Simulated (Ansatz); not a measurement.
Start from `CO[SiH2][SiH2]F` and change one element to get `CO[SiH2][SiH2]Cl`.

Ansatz, PBE0-D4/def2-TZVP geometries, multiplicity 1. Each molecule was computed in one conformer, which needn't be the lowest.

| property | `CO[SiH2][SiH2]F` |
| --- | --- |
| HOMO–LUMO gap (ωB97M-V/def2-TZVPP) / eV | 10.80 |
| LUMO energy (ωB97M-V/def2-TZVPP) / eV | 0.99 |
| HOMO–LUMO gap (PBE0/def2-TZVPP) / eV | 6.89 |
| HOMO–LUMO gap (PBE/def2-TZVPP) / eV | 4.70 |
| HOMO–LUMO gap (B3LYP/def2-TZVPP) / eV | 6.52 |
| HOMO energy (PBE0/def2-TZVPP) / eV | -7.70 |

Task: What does the change do to each property? (Estimate.)

Result: Computed: 
```csv
property,`CO[SiH2][SiH2]Cl`,shift
HOMO–LUMO gap (ωB97M-V/def2-TZVPP) / eV,11.09,0.29
LUMO energy (ωB97M-V/def2-TZVPP) / eV,1.00,0.01
HOMO–LUMO gap (PBE0/def2-TZVPP) / eV,7.25,0.36
HOMO–LUMO gap (PBE/def2-TZVPP) / eV,5.17,0.47
HOMO–LUMO gap (B3LYP/def2-TZVPP) / eV,6.89,0.37
HOMO energy (PBE0/def2-TZVPP) / eV,-8.04,-0.34
```

Positive LUMOs are unbound, so they and the gaps depend on the basis.

B3LYP here is the variant with VWN-RPA as its local correlation; programs differ in this.
